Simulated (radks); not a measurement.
Results of a calculation; reference values are marked as such.
Mean orbital radii <r> (bohr) of the antimony ion Sb+, [Kr] 4d10 5s2 5p2, at several levels of relativity; Dirac values are averaged over j with weights 2j + 1. Spin-unpolarised spherical Kohn-Sham, BLYP, point nucleus unless stated (finite: rms radius 4.6802 fm), a radial shooting solver on a logarithmic mesh with Libxc functionals. A level marked "c x" has the speed of light scaled by that factor and shares open shells by 2j + 1; other Dirac levels either fill j = l - 1/2 first or share by 2j + 1.

\begin{tabular}{lrrrrr}
shell & non-rel. & scalar-rel., finite nucleus & Dirac, c x 2 & Dirac, c x 10 & change of magnitude, last against first (%) \\ \hline
1s & 0.02982 & 0.02842 & 0.02948 & 0.02981 & -0.05 \\
2s & 0.1287 & 0.1226 & 0.1271 & 0.1286 & -0.05 \\
2p & 0.1097 & 0.1071 & 0.1090 & 0.1096 & -0.02 \\
3s & 0.3441 & 0.3306 & 0.3407 & 0.3439 & -0.04 \\
3p & 0.3348 & 0.3288 & 0.3332 & 0.3347 & -0.02 \\
3d & 0.3056 & 0.3055 & 0.3056 & 0.3056 & 0.00 \\
4s & 0.8208 & 0.7906 & 0.8134 & 0.8205 & -0.04 \\
4p & 0.8651 & 0.8521 & 0.8618 & 0.8650 & -0.02 \\
4d & 1.021 & 1.029 & 1.023 & 1.021 & +0.01 \\
5s & 2.239 & 2.157 & 2.220 & 2.239 & -0.04 \\
5p & 2.700 & 2.680 & 2.695 & 2.700 & -0.01 \\
\end{tabular}
